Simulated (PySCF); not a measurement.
Diatomic cations of Ge with the alkali metals

PBE0 with double-zeta basis sets in PySCF, for the lowest determinant that a PBE0 search found; no spin–orbit coupling. De refers to high-spin ground-configuration atoms (the charge goes to the atom of lower measured ionisation energy or higher electron affinity, which is not always the lowest computed limit). A positive dipole points towards Ge; it is taken about the centre of mass and depends on that origin.

```
 M          basis  charged atom  state (unpaired electrons)  Re (Å)  ωe (cm⁻¹)  De (eV)  μ (D)
Li  jorge-DZP-DKH           Li+          triplet (σ ↑, π ↑)   2.877        231     0.85  -9.19
Na      def2-SVPD           Na+          triplet (σ ↑, π ↑)   3.231        115     0.56  -8.74
 K     x2c-SVPall            K+          triplet (σ ↑, π ↑)   3.747       70.8     0.32  -9.69
Rb       def2-SVP           Rb+          triplet (σ ↑, π ↑)   3.895       54.7     0.27  -6.83
```

The shortest bond is that of LiGe⁺ (2.877 Å), the longest that of RbGe⁺ (3.895 Å).

The rows differ in basis set, which adds steps of its own.

Down a group the atoms grow and get heavier, so bonds lengthen and wavenumbers fall; this series shows no clear exception.

Weak bonds: KGe⁺, RbGe⁺. Basis-set superposition, not corrected here, can be much of De in a small basis, most of all at correlated wavefunction levels. Spin–orbit coupling is left out. For an ion De counts to the pair picked by the measured ionisation energies or electron affinities, which need not be the lowest pair at this level. States were picked by a PBE0 search and need not be the measured ground states.
